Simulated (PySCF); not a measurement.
C2H7NSi2, SMILES [SiH2](CC#N)[SiH3]. The structure is a stationary point at B3LYP-D3(BJ)/def2-SVP. This is a generated structure with no PubChem entry under its InChIKey; it may be hypothetical. One conformer was computed; it need not be the lowest.

Task: Give the equilibrium geometry at B3LYP-D3(BJ)/def2-SVP (PySCF confirms it by a frequency run) as a Z-matrix. (An estimate is asked for; the answer gives what the named calculation found.)

Result: Several could match; the one computed here: 
```
Si
H 1 1.4908
H 1 1.4928 2 108.93
C 1 1.9245 2 108.35 3 -115.86
H 4 1.1025 1 109.30 2 54.21
H 4 1.1027 5 107.32 1 -117.74
C 4 1.4536 5 109.94 6 -119.04
N 7 1.1598 6 151.19 4 -173.85
Si 1 2.3506 2 111.29 3 123.36
H 9 1.4893 1 110.06 2 53.21
H 9 1.4921 10 109.61 1 120.72
H 9 1.4930 10 109.45 11 119.52
```
